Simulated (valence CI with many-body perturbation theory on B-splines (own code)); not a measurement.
**Energy levels of Ho61+**

Method: relativistic CI+MBPT: four valence electrons over a frozen Dirac-Fock core [He], a basis of 11 s, 11 p, 9 d, 7 f, 5 g, 2 h, 1 i functions for each j, with the one-electron correlation potential Σ1, the two-electron term Σ2, the three-electron term Σ3, Breit, model QED; selected CI, second order for the rest (own B-spline code, finite nucleus).

The last digits are not significant, and no measured levels were compared; by estimate large intervals hold to a few tenths of a per cent, small ones and those within an open d or f shell to about a per cent. Among the levels kept, up to 280 cm⁻¹ of a level comes from second order outside the variational space, and about a tenth of that is noise between levels of different J, which matters for small intervals.

Levels 46 to 90 of 112, with energies above the lowest level, (2s^2 2p1/2^2) J=0. "Leading %" is the weight of the configuration and term that name the level; weights of strongly mixed levels are sums over their largest components and can fall short. In the jj column 3d3/2^4 stands for four electrons in 3d with j = 3/2. Lifetimes count E1, E2, E3, M1 and M2 decay at the calculated energies, and are blank where another channel may lead or the interval is too uncertain; long ones can be off by a factor of two.

```csv
No.,Configuration,Term,J,E (eV),Leading %,Lifetime,Second component,Leading jj
46,2s.2p2.3s,3P,1,9370.5,66,5.27 fs,20 % 2s.2p2.3s 5P,2s 2p1/2 2p3/2 3s (98 %)
47,2s.2p2.3s,3D,3,9381.6,62,9.60 fs,38 % 2s.2p2.3s 5P,2s 2p1/2 2p3/2 3s (98 %)
48,2s.2p2.3s,3P,2,9404.9,38,5.40 fs,36 % 2s.2p2.3s 3D,2s 2p1/2 2p3/2 3s (99 %)
49,2s.2p2.3p,5P°,1,9424.8,39,8.66 fs,31 % 2s.2p2.3p 5D°,2s 2p1/2 2p3/2 3p1/2 (100 %)
50,2s.2p2.3p,5D°,2,9435.0,46,4.47 fs,19 % 2s.2p2.3p 3D°,2s 2p1/2 2p3/2 3p1/2 (100 %)
51,2s.2p2.3s,3P,0,9452.4,98,4.80 fs,,2s 2p1/2 2p3/2 3s (98 %)
52,2s.2p2.3s,1P,1,9453.3,44,5.08 fs,41 % 2s.2p2.3s 3D,2s 2p1/2 2p3/2 3s (97 %)
53,2s.2p2.3s,3P,1,9458.9,70,11.1 fs,18 % 2s.2p2.3s 3D,2s 2p1/2 2p3/2 3s (99 %)
54,2s.2p2.3s,1D,2,9461.7,39,9.81 fs,33 % 2s.2p2.3s 3P,2s 2p1/2 2p3/2 3s (98 %)
55,2s.2p2.3p,3D°,3,9464.5,33,3.00 fs,27 % 2s.2p2.3p 3F°,2s 2p1/2 2p3/2 3p1/2 (99 %)
56,2s.2p2.3p,3P°,2,9497.3,42,5.06 fs,17 % 2s.2p2.3p 3D°,2s 2p1/2 2p3/2 3p1/2 (99 %)
57,2s.2p2.3p,3P°,0,9526.0,49,2.84 fs,26 % 2s.2p2.3p 5D°,2s 2p1/2 2p3/2 3p1/2 (98 %)
58,2s.2p2.3p,3D°,1,9527.1,59,3.04 fs,15 % 2s.2p2.3p 3P°,2s 2p1/2 2p3/2 3p1/2 (98 %)
59,2s2.2p.3p,3D,3,9527.7,98,129 fs,,2s^2 2p3/2 3p3/2 (98 %)
60,2s2.2p.3p,1P,1,9528.8,52,61.0 fs,37 % 2s2.2p.3p 3S,2s^2 2p3/2 3p3/2 (95 %)
61,2s.2p2.3p,3F°,2,9529.6,45,4.27 fs,23 % 2s.2p2.3p 1D°,2s 2p1/2 2p3/2 3p1/2 (99 %)
62,2s2.2p.3p,3P,2,9555.6,63,99.2 fs,34 % 2s2.2p.3p 1D,2s^2 2p3/2 3p3/2 (97 %)
63,2s.2p2.3p,3D°,1,9571.4,29,4.96 fs,28 % 2s.2p2.3p 1P°,2s 2p1/2 2p3/2 3p1/2 (99 %)
64,2s2.2p.3p,1S,0,9579.6,66,88.5 fs,31 % 2s2.2p.3p 3P,2s^2 2p3/2 3p3/2 (97 %)
65,2s2.2p.3d,3D°,2,9608.6,48,1.04 fs,26 % 2s2.2p.3d 1D°,2s^2 2p3/2 3d3/2 (97 %)
66,2s2.2p.3d,3F°,3,9616.2,52,1.09 fs,31 % 2s2.2p.3d 1F°,2s^2 2p3/2 3d3/2 (96 %)
67,2s2.2p.3d,3P°,1,9619.9,56,857 as,37 % 2s2.2p.3d 3D°,2s^2 2p3/2 3d3/2 (97 %)
68,2s2.2p.3d,3P°,0,9623.0,98,1.12 fs,,2s^2 2p3/2 3d3/2 (98 %)
69,2s2.2p.3d,3F°,4,9668.6,97,7.41 ps,,2s^2 2p3/2 3d5/2 (97 %)
70,2s2.2p.3d,3P°,2,9680.4,45,1.30 fs,38 % 2s2.2p.3d 1D°,2s^2 2p3/2 3d5/2 (96 %)
71,2s.2p2.3p,5D°,3,9691.7,39,2.15 fs,22 % 2s.2p2.3p 5P°,2s 2p1/2 2p3/2 3p3/2 (74 %)
72,2p3.3s,3P°,2,9694.0,38,7.62 fs,19 % 2p3.3s 5S°,2p1/2^2 2p3/2 3s (78 %)
73,2s.2p2.3p,5P°,1,9695.0,19,4.08 fs,15 % 2s.2p2.3p 3S°,2s 2p1/2 2p3/2 3p3/2 (61 %)
74,2s2.2p.3d,3D°,3,9697.8,46,785 as,26 % 2s2.2p.3d 1F°,2s^2 2p3/2 3d5/2 (71 %)
75,2s2.2p.3d,1P°,1,9707.4,56,945 as,23 % 2s2.2p.3d 3P°,2s^2 2p3/2 3d5/2 (90 %)
76,2s.2p2.3p,3P°,1,9711.7,16,3.51 fs,13 % 2p3.3s 1P°,2s 2p1/2 2p3/2 3p3/2 (54 %)
77,2s.2p2.3p,3D°,2,9719.1,43,4.52 fs,17 % 2s.2p2.3p 5P°,2s 2p1/2 2p3/2 3p3/2 (92 %)
78,2s.2p2.3p,3P°,0,9729.6,80,2.63 fs,14 % 2s.2p2.3p 5D°,2s 2p1/2 2p3/2 3p3/2 (99 %)
79,2s.2p2.3p,3F°,4,9732.0,60,514 fs,38 % 2s.2p2.3p 5D°,2s 2p1/2 2p3/2 3p3/2 (97 %)
80,2s.2p2.3p,3P°,2,9748.5,47,6.11 fs,15 % 2s.2p2.3p 1D°,2s 2p1/2 2p3/2 3p3/2 (89 %)
81,2s.2p2.3p,3D°,3,9755.5,52,4.39 fs,26 % 2s.2p2.3p 1F°,2s 2p1/2 2p3/2 3p3/2 (99 %)
82,2s.2p2.3p,1P°,1,9763.7,33,2.94 fs,14 % 2s.2p2.3p 3S°,2s 2p1/2 2p3/2 3p3/2 (85 %)
83,2s.2p2.3d,5F,2,9765.7,40,1.89 fs,16 % 2s.2p2.3d 3P,2s 2p1/2 2p3/2 3d3/2 (89 %)
84,2s.2p2.3d,5D,1,9767.9,37,1.91 fs,19 % 2s.2p2.3d 5F,2s 2p1/2 2p3/2 3d3/2 (84 %)
85,2s.2p2.3d,5D,0,9770.6,83,13.5 fs,16 % 2s.2p2.3d 3P,2s 2p1/2 2p3/2 3d3/2 (100 %)
86,2s.2p2.3d,5F,3,9776.6,51,3.22 fs,16 % 2s.2p2.3d 3F,2s 2p1/2 2p3/2 3d3/2 (97 %)
87,2p3.3p,3P,1,9776.8,18,1.63 fs,15 % 2p3.3p 5P,2p1/2^2 2p3/2 3p1/2 (74 %)
88,2p3.3p,3D,2,9778.8,20,1.63 fs,16 % 2p3.3p 3F,2p1/2^2 2p3/2 3p1/2 (80 %)
89,2s.2p2.3p,3D°,2,9803.5,37,4.84 fs,24 % 2s.2p2.3p 3P°,2s 2p1/2 2p3/2 3p3/2 (96 %)
90,2s.2p2.3p,3D°,3,9804.6,45,6.35 fs,35 % 2s.2p2.3p 3F°,2s 2p1/2 2p3/2 3p3/2 (99 %)
```
